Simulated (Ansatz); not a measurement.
BBrCl (`Cl[B]Br`) radical, relaxed with UKS PBE0-D4/def2-TZVP in Ansatz from a PBE-D4/def2-SVP geometry. The force threshold is 0.005 eV/Å; the program also tests the step.

Charge 0, multiplicity 2.

Start:

```xyz
3

Cl    0.330   -0.772    1.368
B    -0.552    0.020    0.101
Br    0.222    0.752   -1.469
```

```csv
step,energy (eV),largest force (eV/Å),largest move (Å)
1,-83232.6398,0.457,0.000
2,-83232.6452,0.260,0.006
3,-83232.6472,0.010,0.007
4,-83232.6472,0.001,0.000
```

End:

```xyz
3

Cl    0.322   -0.766    1.360
B    -0.539    0.018    0.101
Br    0.217    0.748   -1.461
```

Hardware: 2 threads of an AMD EPYC 7R13 on a shared host. Wall time 19 s, peak host memory 0.34 GiB.
